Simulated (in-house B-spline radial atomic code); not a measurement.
**Ionising the zinc ion Zn⁸⁺ with different functionals**

Computed with a B-spline radial code for spherical atoms: scalar-relativistic (spin-free X2C) Hamiltonian, Fermi nucleus of rms radius 3.9283 fm, spin-polarised at highest spin, spherical fractional occupations for the functionals, the average over the highest-spin determinants for Hartree-Fock. The ionisation energy is the difference of two self-consistent energies, [Ar] 3d4 → [Ar] 3d3, without Breit or QED terms; ε is the level of the shell that loses the electron (its least bound occupied spin orbital).

Hybrids are left out here: with spherical fractional occupations of an open shell their exact exchange keeps a self-interaction that integer-occupation calculations don't have.

```
           method          rung  ΔSCF (eV)  -ε(3d) (eV)
     Hartree-Fock  Hartree-Fock     204.50       206.62
         LDA VWN5           LDA     205.41       189.26
         LDA PW92           LDA     205.40       189.25
LDA exchange-only           LDA     203.50       187.39
              PBE           GGA     205.21       189.07
           PBEsol           GGA     205.16       189.02
             BLYP           GGA     205.10       188.94
             RPBE           GGA     205.17       189.03
             PW91           GGA     205.38       189.23
             BP86           GGA     205.23       189.07
             AM05           GGA     205.20       189.06
             OLYP           GGA     206.27       190.10
             TPSS      meta-GGA     205.10       189.00
             SCAN      meta-GGA     206.01       190.04
           r2SCAN      meta-GGA     206.02       190.06
          revTPSS      meta-GGA     205.02       188.92
```

**Question.** How do they compare with the NIST value?

**Answer.** NIST lists 203 eV ± 2 (semi-empirical, ground level to ground level). Errors run from +0.50 to +3.27 eV; all lie within about twice that uncertainty, so the table can't rank the methods. Hartree-Fock also lacks correlation.
